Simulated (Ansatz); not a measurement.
Molecule: C$_{2}$H$_{9}$OSi$_{2}$, charge -1, multiplicity 1. It need not be the lowest isomer of its formula. Whether it binds its extra electron was not tested at this geometry. 
Structure (B3LYP-D3(BJ)/def2-TZVP (Ansatz, an electronic-structure program) minimum search):
SMILES: C[SiH](C)O[SiH2-]
```xyz
14

Si    -0.6908    -0.1145    -0.4544
C     -1.8053     1.2430    -1.1540
C     -1.4883    -0.7819     1.1146
O      0.7876     0.4767    -0.2263
Si     2.2339    -0.2433     0.5234
H     -0.7168    -1.2297    -1.4567
H     -2.8110     0.8662    -1.3646
H     -1.3892     1.6408    -2.0829
H     -1.8927     2.0717    -0.4459
H     -0.8419    -1.5431     1.5549
H     -1.6120     0.0132     1.8549
H     -2.4693    -1.2217     0.9091
H      1.9337    -1.7269     0.1587
H      1.6563    -0.4411     1.9531
```
Charge -1, spin multiplicity 1.

Basis-set convergence of Hartree-Fock and MP2 correlation energies (hartree) with Ansatz. Cores are frozen in the correlated levels unless marked. No spin-orbit coupling. No relativistic terms. This anion needs diffuse functions, which these sets lack.

| basis | functions | E(HF) | E(corr, MP2) |
|---|---|---|---|
| cc-pV(D+d)Z | 133 | -733.78796 | -0.68532 |
| cc-pV(T+d)Z | 294 | -733.87477 | -0.85759 |
| cc-pV(Q+d)Z | 563 | (withheld) | (withheld) |

Task: What belongs in the gaps?

Result: 
- cc-pV(Q+d)Z, E(HF): -733.89593
- cc-pV(Q+d)Z, E(corr, MP2): -0.91871
